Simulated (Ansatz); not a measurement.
Ge(vinyl)H3 (C2H6Ge), relaxed as a singlet with RKS B3LYP-D4/def2-TZVP in Ansatz, starting from the GFN2-xTB geometry. Force threshold 0.02 eV/Å.

Another isomer (singlet) lies 0.30 eV lower at PBE0-D4/def2-TZVP; other spin states weren't run for this one.

Start:

Cartesian coordinates in Å:
```
C 0.015 -0.359 0.679
C 1.023 0.344 1.170
Ge -0.726 -0.095 -1.103
H -0.434 -1.132 1.292
H 1.498 1.124 0.594
H 1.420 0.180 2.160
H -1.221 1.303 -1.289
H -1.869 -1.028 -1.334
H 0.295 -0.338 -2.168
```

```
         step  energy (eV)  largest force component (eV/Å)  SCF passes
            1  -58691.5148                           0.845          15
            2  -58691.5757                           0.152          20
            3  -58691.5782                           0.070          20
            4  -58691.5782                           0.062          21
 5 (rejected)  -58691.5774                           0.118          20
            6  -58691.5787                           0.005          21
            7  -58691.5788                           0.009          21
            8  -58691.5804                           0.188          19
            9  -58691.5832                           0.204          19
           10  -58691.5873                           0.283          18
           11  -58691.5937                           0.285          18
           12  -58691.5980                           0.498          19
13 (rejected)  -58691.5936                           0.460          19
           14  -58691.6175                           0.180          21
           15  -58691.6251                           0.012          18
           16  -58691.6272                           0.068          18
17 (rejected)  -58691.6244                           0.182          21
           18  -58691.6277                           0.017          21
```

Force components are those of the run's own axes.

End:

```csv
atom,x (Å),y (Å),z (Å)
C1,0.217,-0.481,0.556
C2,0.834,0.457,1.267
Ge3,-0.685,-0.123,-1.134
H4,0.212,-1.503,0.926
H5,0.873,1.492,0.945
H6,1.332,0.232,2.205
H7,-0.577,1.382,-1.441
H8,-2.170,-0.527,-1.050
H9,-0.036,-0.930,-2.275
```

By distances, no bond broke or formed. The bond that changes most is Ge3–H8, from 1.49 to 1.54 Å (atoms count from 1).

The force fell under the threshold at step 6, but the optimiser went on and released 0.049 eV more. No frequencies were taken in this run, so the end may be a saddle point.

Hardware: 2 threads of Arm Neoverse V2 on a shared host. Wall time 39 s.
